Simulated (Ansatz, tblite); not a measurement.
Cost and result up the ladder for [Cu(H2O)3Br]+ (CuBrO₃H₆⁺) (11 atoms). Total charge 1; doublet. Geometry: PBE0-D4/def2-SVP.

```xyz
11

Cu    0.202   -0.185   -0.215
O     1.156    1.521   -0.667
H     1.639    1.356   -1.498
H     1.824    1.842   -0.041
O    -0.980    0.877    1.025
H    -1.144    1.828    0.965
H    -1.434    0.538    1.807
O    -0.818   -1.827    0.314
H    -0.290   -2.590    0.018
H    -1.702   -1.959   -0.061
Br    1.547   -1.401   -1.648
```

Ansatz on 4 threads of Intel Xeon on a shared host; xTB runs through tblite on one thread. Times are rough, summed over both states, and most runs start from the orbitals of an earlier one. PBE0-D4/def2-TZVP serves as the yardstick here, not as an exact answer. Differences are given only for rows in sets of like size (and for xTB, whose basis is part of the method), since another set adds its own error. The other state is a triplet.

The xTB rows come from tblite. Correlated methods freeze 21 core orbitals; core or outer-core shells of Br are correlated, in sets that lack core-valence functions. The rows differ in basis, and correlated rows in double-zeta sets carry the largest basis error. In CCSD on the charge 1 doublet the largest single amplitude is 0.17, so its Hartree–Fock determinant may place the open shell otherwise than the density functionals do. No other spin state of charge 1 was run.

Correlated methods converge slowly with the basis, most of all in double-zeta sets.

Raw xTB energies of ions are shifted by several eV, and xTB has no spin-polarisation term.

| level | functions | wall time | vertical IE (eV) | difference from PBE0-D4/def2-TZVP (eV) |
| --- | --- | --- | --- | --- |
| GFN1-xTB | 42 | 0.017 s | 18.27 | 4.26 |
| GFN2-xTB | 36 | 0.017 s | 18.74 | 4.74 |
| PBE-D4/def2-TZVP (with forces) | 222 | 8.2 s | 13.84 | -0.16 |
| PBE0-D4/def2-TZVP | 222 | 29 s | 14.00 | 0.00 |
| BHLYP-D4/def2-TZVP | 222 | 37 s | 13.84 | -0.16 |
| CCSD(T)/def2-SVP | 135 | 2.5 min | 13.62 | – |
